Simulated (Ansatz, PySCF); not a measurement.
This Ansatz (a quantum-chemistry and plane-wave program) input computes a B3LYP/def2-TZVPD energy:

Ansatz 0.2 input:
```yaml
crystal:
  periodic: [false, false, false]
  atoms:
    - {symbol: C, position_ang: [-0.00000000, -0.00000000, -0.69355328]}
    - {symbol: F, position_ang: [0.00000000, 0.00000000, 0.46236885]}
basis:
  gaussian:
    orbitals: def2-TZVPD
hamiltonian:
  xc: {name: B3LYP}
total_charge: 1
output: {forces: true}
```

Write an input for the same energy in PySCF and say what it gives.


```python
from pyscf import gto, scf, dft

mol = gto.M(
    atom='''
    C    -0.00000000   -0.00000000   -0.69355328
    F     0.00000000    0.00000000    0.46236885
    ''',
    basis='def2-tzvpd',
    charge=1,
    spin=0,
    verbose=4,
)

mf = dft.RKS(mol, xc='b3lyp').density_fit(auxbasis='def2-universal-jkfit')
mf.grids.level = 3
mf.conv_tol = 1e-9
mf.max_cycle = 100
mf.max_memory = 1500
mf.kernel()
if not mf.converged:
    mf = mf.newton()
    mf.kernel(mf.make_rdm1())
mf.analyze()
```
It gives -137.49560 Eh, and Ansatz -137.49559 Eh, a difference of 0.01 mEh.
